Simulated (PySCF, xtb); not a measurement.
BrFHNOW, SMILES [Br][W]([F])(=[NH])=[O], multiplicity 1.

Harmonic wavenumbers (cm⁻¹) from GFN2-xTB (xtb 6.7.1) at its own minimum, in rising order: 121, 146, 178, 202, 231, 259, 419, 601, 682, 861, 885, 3336.

Question: What does B3LYP-D3(BJ)/def2-SVP (PySCF) give at its own minimum? (Estimate from the structure and the level; the computed values follow.)

Answer: 125, 163, 211, 241, 283, 325, 540, 648, 698, 996, 1036, 3603. Paired by order, the mean absolute difference is 79 cm⁻¹ and the zero-point energies are 11.3 and 12.7 kcal/mol.
